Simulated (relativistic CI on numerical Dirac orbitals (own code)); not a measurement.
# Sensitivity of the levels of Eu37+ to α and to the nuclear radius

Calculated at this level of theory: Dirac-Coulomb-Breit CI, separate exchange-only KLI orbitals for each configuration, derivatives by finite differences, unscaled Slater integrals, QED left out (own radial code, finite nucleus).

Configurations in the expansion (outside the closed core [Ne]): 3s2.3p6.3d8, 3s2.3p5.3d9, 3s2.3p4.3d10, 3s.3p6.3d9, 3p6.3d10, 3s.3p5.3d10, 3s2.3p6.3d7.4s, 3s2.3p6.3d7.4p. Levels of other configurations are missing.

With x = (α/α₀)² − 1 an excitation energy changes as ω = ω₀ + qx; K = 2q/ω₀ is the relative enhancement. Terms are leading LS components, so labels can repeat. The field-shift factor is F = δν/δ⟨r²⟩ for the transition from the lowest level.

Lowest level 3s2.3p6.3d8 3F_4.

| Level | ω₀ (cm⁻¹) | q (cm⁻¹) | K | F (GHz/fm²) |
| --- | --- | --- | --- | --- |
| 3s2.3p6.3d8 1D_2 | 58557 | 127.3 | 0.00435 | -0.0169 |
| 3s2.3p6.3d8 3P_0 | 175780 | 21210 | 0.241 | 0.723 |
| 3s2.3p6.3d8 3F_3 | 230809 | 243400 | 2.11 | 3.54 |
| 3s2.3p6.3d8 3P_2 | 290426 | 248000 | 1.71 | 3.72 |
| 3s2.3p6.3d8 3P_1 | 324715 | 248700 | 1.53 | 3.86 |
| 3s2.3p6.3d8 1G_4 | 333470 | 235100 | 1.41 | 3.81 |
| 3s2.3p6.3d8 3F_2 | 507556 | 486200 | 1.92 | 7.03 |
| 3s2.3p6.3d8 1S_0 | 669993 | 479300 | 1.43 | 7.43 |
| 3s2.3p5.3d9 3F°_4 | 2569250 | 314200 | 0.245 | 14 |
| 3s2.3p5.3d9 1D°_2 | 2631943 | 326800 | 0.248 | 13.8 |
| 3s2.3p5.3d9 3D°_3 | 2731405 | 347800 | 0.255 | 14.9 |
| 3s2.3p5.3d9 3P°_1 | 2805605 | 342600 | 0.244 | 11.3 |
| 3s2.3p5.3d9 3D°_2 | 2909310 | 558500 | 0.384 | 17.5 |
| 3s2.3p5.3d9 3P°_0 | 2950842 | 568800 | 0.386 | 17.1 |
| 3s2.3p5.3d9 3F°_3 | 2970366 | 566500 | 0.381 | 15 |
| 3s2.3p5.3d9 3D°_1 | 2972056 | 555500 | 0.374 | 16.7 |
| 3s2.3p5.3d9 3P°_2 | 3828678 | 1.631e+06 | 0.852 | -70.6 |
| 3s2.3p5.3d9 1F°_3 | 3893355 | 1.601e+06 | 0.822 | -67.1 |
| 3s2.3p5.3d9 3F°_2 | 3959620 | 1.866e+06 | 0.943 | -65.9 |
| 3s2.3p5.3d9 3D°_1 | 4169412 | 1.883e+06 | 0.903 | -69.7 |
| 3s.3p6.3d9 1D_2 | 5250518 | 1.253e+06 | 0.477 | -1100 |
| 3s.3p6.3d9 3D_3 | 5280545 | 1.819e+06 | 0.689 | -2160 |
| 3s.3p6.3d9 3D_2 | 5403808 | 1.461e+06 | 0.541 | -1370 |

At this charge energies of transitions that change n are usually good to better than 1 %, and those within a shell (Δn = 0) to a few per cent. Terms inside the open d or f shell come out 10 to 20 % too wide with unscaled integrals.
